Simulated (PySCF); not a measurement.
Compound: HfH4 (singlet state).
Hydrogens: H2, H3, H4, H5 on Hf1.

A linear-response calculation (PySCF, def2-SVPD basis, gas phase, vertical, core orbitals frozen in the response) gave these numbers; the functional is withheld.

Orbital energies (eV): HOMO-3 -9.81, HOMO-2 -8.39, HOMO-1 -8.39, HOMO -8.39, LUMO -2.04, LUMO+1 -2.04, LUMO+2 -1.39.

```json
{"state": "S1", "E (eV)": "4.35", "f": "0.0000", "main configurations (H = HOMO, L = LUMO)": "H-2/H-1/H→L/L+1 (≥97%)"}
{"state": "S2", "E (eV)": "4.35", "f": "0.0000", "main configurations (H = HOMO, L = LUMO)": "H-2/H-1/H→L/L+1 (≥94%)"}
{"state": "S3", "E (eV)": "4.35", "f": "0.0000", "main configurations (H = HOMO, L = LUMO)": "H-2/H-1/H→L/L+1 (≥85%)"}
{"state": "S4", "E (eV)": "4.61", "f": "0.0070", "main configurations (H = HOMO, L = LUMO)": "H-2/H-1/H→L/L+1 (≥95%)"}
{"state": "S5", "E (eV)": "4.61", "f": "0.0070", "main configurations (H = HOMO, L = LUMO)": "H-2/H-1/H→L/L+1 (≥91%)"}
{"state": "S6", "E (eV)": "4.61", "f": "0.0070", "main configurations (H = HOMO, L = LUMO)": "H-2/H-1/H→L/L+1 (≥75%)"}
```

Triplets (Tamm–Dancoff): T1 3.99 eV, H-2/H-1/H→L/L+1 (≥75%); T2 3.99 eV, H-2/H-1/H→L/L+1 (≥86%); T3 3.99 eV, H-2/H-1/H→L/L+1 (≥87%).

Vertical ionisation energy by ΔSCF with the same functional: 10.59 eV. Mean static polarisability: 50.7 au.

Orbitals of the list HOMO-3 to LUMO+2 that lie within 0.01 eV of each other are written together with a slash and their weights summed (≥ marks a lower bound); for degenerate orbitals outside that list single weights are arbitrary.

Problem. Name the functional.
A. PBE
B. CAM-B3LYP
C. PBE0
D. HF

Solution. C. PBE0 is a global hybrid with 25% exact exchange. In this run −ε(HOMO) = 8.39 eV differs from the ΔSCF value by -2.20 eV, and S1 differs from the orbital gap of 6.35 eV by -2.00 eV. The ratio −ε(HOMO)/IP is 0.79. Small neutral molecules mostly give 0.7 to 0.83 with PBE0, 0.5 to 0.7 with PBE, 0.85 to 0.93 with CAM-B3LYP; with Hartree–Fock the ratio is 1 or more (Koopmans' value less the relaxation energy is the ΔSCF value). The other options: PBE, a GGA without exact exchange; HF, time-dependent Hartree–Fock, 100% exact exchange; CAM-B3LYP, range-separated, 19% exact exchange at short range and 65% at long range (ω = 0.33 bohr⁻¹).

The calculation used PySCF, TDDFT PBE0/def2-SVPD, vertical, gas phase, core orbitals frozen in the response, def2 core potentials past Kr. Isolated species at its PBE0-D3(BJ)/def2-SVP geometry, gas phase. Spin–orbit coupling is left out.

Hardware: an Arm Neoverse V2 with one thread, shared host. Cost: 5.7 s (with the writing of density and orbital grids).
